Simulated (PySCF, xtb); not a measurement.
C4H8Si, SMILES C1=CC[SiH2]C1.

GFN2-xTB in xtb at its own geometry gives an orbital gap of 5.20 eV and a dipole moment of 0.24 D.

Geometry: PBE0-D3(BJ)/def2-SVP. One conformer was computed; it need not be the lowest.

Problem. What does PBE/def2-TZVP (PySCF) give? (The exact figures need the calculation; the answer reports its results.)

Solution. gap 5.37 eV (levels -5.97 and -0.60 eV), dipole 0.46 D.
